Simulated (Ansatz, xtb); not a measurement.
# GeH3NO: which of two isomers lies lower

Structure a: `N[O][GeH]`, a singlet. Structure b: `O[NH][GeH]`, a singlet. Both are isolated molecules in the gas phase, relaxed with PBE0-D4/def2-SVP; the shapes shown needn't be the lowest conformers.

a (Å):

| atom | x (Å) | y (Å) | z (Å) |
| --- | --- | --- | --- |
| Ge | 1.0879 | -0.7090 | -1.1126 |
| N | -0.9014 | 0.0559 | 0.5149 |
| O | 0.2789 | 0.5477 | -0.1061 |
| H | -0.7606 | 0.2545 | 1.5088 |
| H | -1.6267 | 0.7197 | 0.2312 |
| H | 2.2321 | 0.3482 | -1.5031 |

b (Å):

```xyz
6

Ge    1.5754   -0.3051    0.3518
N    -0.2291   -0.1176    0.4411
O    -1.1027    0.5799   -0.3679
H    -0.5240    0.9759   -1.0371
H    -0.7940   -0.5548    1.1657
H     1.5785    0.6290   -0.9610
```

Energies in hartree; the thermal terms are from PBE0-D4/def2-SVP harmonic frequencies (ideal gas, rigid rotor, one conformer each, 298.15 K, 1 atm) and include the zero-point energy:

|  | a | b |
| --- | --- | --- |
| E, CCSD(T)/def2-TZVP | −2207.124822 | −2207.119950 |
| zero-point energy | 0.037202 | 0.037336 |
| H(298 K) − E | 0.042673 | 0.042578 |
| G(298 K) − E | 0.009705 | 0.010185 |

**Question.** Work out ΔE, ΔE₀, ΔH and ΔG for a → b in kcal/mol (1 Eh = 627.51 kcal/mol) and the equilibrium ratio [b]/[a].

**Answer.** 1. ΔE = −2207.119950 − (−2207.124822) = +0.004872 Eh = +3.06 kcal/mol.
2. ΔE₀ = ΔE + ΔZPE = +0.004872 + (+0.000134) Eh = +3.14 kcal/mol.
3. ΔH = ΔE + (−0.000095) Eh = +3.00 kcal/mol.
4. ΔG = ΔE + (+0.000480) Eh = +3.36 kcal/mol, so ΔS = (ΔH − ΔG)/T = −5.1 J/(mol K).
5. kT = 0.9442 mEh, so K = [b]/[a] = exp(−ΔG/kT) = exp(−5.67) ≈ 0.0035.

Structure a is favoured at this temperature. An error of 1 kcal/mol in ΔG would change K by a factor of 5.4. PBE0-D4/def2-SVP found them nearly level. HF/STO-3G, r2SCAN-D4/def2-SVP gave ΔE the other sign. Large T1 diagnostics make the coupled-cluster value less sure. Mirror images and further conformers aren't counted.

As drawn, b has 1 Ge–N, 1 O–H in place of 1 Ge–O, 1 N–H.

Other levels gave ΔE = +8.0 (GFN2-xTB); −1.5 (HF/STO-3G, GFN2-xTB geometries); −1.4 (r2SCAN-D4/def2-SVP, GFN2-xTB geometries); −0.4 (PBE0-D4/def2-SVP); +7.1 (HF/def2-TZVP); +3.2 (MP2/def2-TZVP) kcal/mol. The correlated steps freeze 11 core orbitals; the filled d shell of Ge is correlated, in a basis made for valence electrons. Programs: Ansatz 0.2.0, xtb 6.7.1.
